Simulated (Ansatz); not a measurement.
Several settings on one geometry of Ge(GeH3)2H2 (Ge3H8) (that of the charge 0 singlet, r2SCAN-D4/def2-SVP). Ansatz on 4 threads of Arm Neoverse V1 on a shared host; times are rough.

Cartesian coordinates in Å:
```
Ge -0.815 0.017 -0.578
Ge -0.851 -0.020 1.838
H -0.194 -1.309 2.358
H -2.293 0.045 2.368
H -0.069 1.181 2.395
Ge 1.455 0.005 -1.410
H 2.176 -1.277 -0.963
H 2.225 1.214 -0.853
H 1.479 0.073 -2.945
H -1.540 1.278 -1.084
H -1.573 -1.207 -1.126
```

Totals from different functionals, basis sets or treatments of relativity can't be compared as stabilities.

The 6-31G sets use Cartesian d functions.

The spins typed aren't always the lowest for that charge.

(1) Give the basis size and estimate the energy, ⟨S²⟩, dipole and time of these runs.

```
run                            method  charge    state                                                                                                                                                  further keys
  1  RKS CAM-B3LYP-D3(BJ)-ATM/cc-pVDZ       0  singlet                                                                                                                   scf: {omitted_lower_state_checks: [starts]}
  2             RKS RPBE-D3(BJ)/6-31G       0  singlet                                                                                                                                  accuracy: high; forces asked
  3                    RHF/def2-mTZVP       0  singlet  fitting: {mean_field: def2-universal-jkfit}; pseudopotentials: {relativity: none}; accuracy: high; scf: {omitted_lower_state_checks: [starts]}; forces asked
  4     UKS PBE0-D3(BJ)-ATM/def2-SVPD       1  doublet                                                                                                                                                             –
```

Answers

(1) 
| run | functions | energy (Eh) | ⟨S²⟩ | dipole (D) | wall time |
| --- | --- | --- | --- | --- | --- |
| 1 | 121 | -6236.0784 | – | – | 3.1 s |
| 2 | 103 | -6234.4921 | – | 0.06 | 6 s |
| 3 | 132 | -6230.7365 | – | 0.10 | 1.4 s |
| 4 | 178 | -6233.8991 | 0.76 | – | 15 s |
